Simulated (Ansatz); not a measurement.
Coupled-cluster diagnostics for the cluster Sn₃O₄, Ansatz.

Geometry of the singlet (r2SCAN-D4/def2-SVP):

```xyz
7

Sn   -1.1210   -1.2325   -1.3600
Sn   -1.0176    1.2561    0.7651
Sn    2.0016   -0.4578    0.7919
O     0.7912    0.7985    1.6484
O    -0.0284    0.7267   -1.2550
O     0.9682   -0.3694   -1.0817
O    -1.5940   -0.7215    0.4911
```

In the def2 sets Sn takes a core potential; there is no spin–orbit coupling. Correlated methods freeze 16 core orbitals; core or outer-core shells of Sn are correlated, in sets that lack core-valence functions. The structure holds one bond between oxygen atoms, so isomers without such links may lie far lower. Another isomer (singlet) lies 0.13 eV lower at PBE0-D4/def2-TZVP; other spin states weren't run for this one.

Q: Estimate the CCSD(T) correlation energy, the shares of MP2 and (T), T1 and the reference's ⟨S²⟩ for: charge 0, singlet, own geometry in def2-SVP; and the rough time on 4 threads of Arm Neoverse V2 on a shared host.

A: 
```json
{"state": "charge 0, singlet, own geometry", "basis": "def2-SVP", "correlation (eV)": "-29.697", "MP2 share (%)": "95.0", "(T) share (%)": "3.9", "T1": "0.021", "⟨S²⟩ (pure)": "0.00 (0.00)", "wall time": "42 s", "remarks": "large T1 (0.021)"}
```
Customary marks for T1 are 0.02 (closed shells), 0.045 (open shells) and about 0.05 (3d metals). T1 exceeds 0.02 in 1 of 1 rows and 0.045 in 0; the higher it lies, the less the single-reference result can be trusted.
